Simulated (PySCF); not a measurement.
C₂H₄ClFSi₂, SMILES C(#C[SiH2]Cl)[SiH2]F. Atoms are numbered in the order given.

```xyz
10

Si     2.7374     0.5760    -0.4322
F      3.7138    -0.7185    -0.4112
C      1.0177     0.0170    -0.1401
C     -0.1389    -0.3340     0.0535
Si    -1.8645    -0.8772     0.3445
Cl    -3.0978     0.7771     0.3312
H      2.8305     1.2129    -1.7697
H      3.1514     1.4942     0.6581
H     -2.2817    -1.7967    -0.7447
H     -1.9562    -1.5347     1.6732
```
Charge 0, spin multiplicity 1.

Geometry: PBE0-D3(BJ)/def2-SVP. This is a generated structure with no PubChem entry under its InChIKey; it may be hypothetical.

The numbers are results of PBE/pcSseg-1 (PySCF), not measurements.

GIAO shieldings, no solvent; atoms alike by connectivity are averaged. δ = σ(ref) − σ: ²⁹Si against TMS (σ = 335.4 ppm); ¹⁹F against CFCl3 (σ = 133.6 ppm); ¹³C against TMS (σ = 182.0 ppm); ³⁵Cl against HCl (σ = 936.5 ppm); ¹H against TMS (σ = 31.49 ppm), references at their B3LYP-D3(BJ)/def2-TZVP geometries, non-relativistic (without spin–orbit terms, shifts of atoms bonded to Cl or Br come out too high).

| atoms | nucleus | count | δ (ppm) |
|---|---|---|---|
| Si1 | ²⁹Si | 1 | -30.9 |
| Si5 | ²⁹Si | 1 | -43.2 |
| F2 | ¹⁹F | 1 | ? |
| C3 | ¹³C | 1 | ? |
| C4 | ¹³C | 1 | 115.8 |
| Cl6 | ³⁵Cl | 1 | -27.6 |
| H9, H10 | ¹H | 2 | ? |
| H7, H8 | ¹H | 2 | ? |

Some entries are withheld; supply them. (The exact figures need the calculation; the answer reports its results.)


- H9, H10, δ (ppm): 5.67
- C3, δ (ppm): 117.7
- F2, δ (ppm): -244.6
- H7, H8, δ (ppm): 5.60
